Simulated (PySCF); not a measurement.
## Bonding in `C=CCC[C@@H](C#N)O[SiH3]`

Species: C6H11NOSi.
Numbering: `[CH2:1]=[CH:2][CH2:3][CH2:4][C@@H:5]([C:6]#[N:7])[O:8][SiH3:9]` (hydrogens: H10, H11 on C1; H12 on C2; H13, H14 on C3; H15, H16 on C4; H17 on C5; H18, H19, H20 on Si9)

Structure used (GFN2-xTB), in Å, numbered top down from 1:
```
atom  x, y, z in Å
C1    -3.375   -1.508    0.773
C2    -2.693   -0.680    0.005
C3    -1.251   -0.856   -0.357
C4    -0.421    0.335    0.127
C5     1.063    0.196   -0.246
C6     1.206    0.146   -1.692
N7     1.325    0.134   -2.828
O8     1.773    1.277    0.284
Si9    3.379    1.514    0.383
H10   -4.412   -1.343    1.008
H11   -2.925   -2.393    1.193
H12   -3.165    0.203   -0.405
H13   -0.868   -1.779    0.083
H14   -1.160   -0.934   -1.445
H15   -0.486    0.421    1.214
H16   -0.800    1.262   -0.307
H17    1.460   -0.752    0.156
H18    4.003    1.539   -0.940
H19    3.349    2.794    1.067
H20    3.993    0.435    1.164
```

Bond orders from the PBE0/pcSseg-1 density (PySCF). One conformer (not necessarily the lowest) at the GFN2-xTB geometry, without solvent, vibrations or thermal averaging.

(1) How far do the computed orders between heavy atoms stray from the drawn ones?

(2) Give the Mayer order of every bond, beside its length.

Answers

(1) The largest departure is 0.127, at C5–O8 (drawn single, 0.873). Drawn single, order below 0.88: C5–O8 (0.873).

(2) 
```tsv
bond	drawn as	length (Å)	Mayer order
C1–C2	double	1.319	1.996
C2–C3	single	1.496	1.044
C3–C4	single	1.530	1.001
C4–C5	single	1.536	1.016
C5–C6	single	1.454	0.947
C6–N7	triple	1.143	3.034
C5–O8	single	1.398	0.873
O8–Si9	single	1.626	0.931
C1–H10	single	1.076	0.952
C1–H11	single	1.078	0.955
C2–H12	single	1.082	0.954
C3–H13	single	1.092	0.948
C3–H14	single	1.095	0.923
C4–H15	single	1.092	0.944
C4–H16	single	1.092	0.943
C5–H17	single	1.103	0.922
Si9–H18	single	1.462	0.922
Si9–H19	single	1.452	0.945
Si9–H20	single	1.467	0.916
```

By pair of heavy elements: C–C: lowest C5–C6 (0.947, 1.454 Å), highest C1–C2 (1.996, 1.319 Å); in 3 of the 10 pairs the longer bond (by over 0.003 Å) has the higher order (by 0.02 or more).

Question: Sum the orders of all bonds at each heavy atom with more than one neighbour and set the sums beside the valence in the SMILES.

Answer: C1 3.903 (drawn 4), C2 3.994 (drawn 4), C3 3.916 (drawn 4), C4 3.904 (drawn 4), C5 3.758 (drawn 4), C6 3.981 (drawn 4), O8 1.804 (drawn 2), Si9 3.714 (drawn 4). Orders between atoms that aren't bonded are not in these sums.

The Mayer order sums products of elements of PS (density times overlap matrix) between the two atoms' basis functions, so it depends on the basis set.
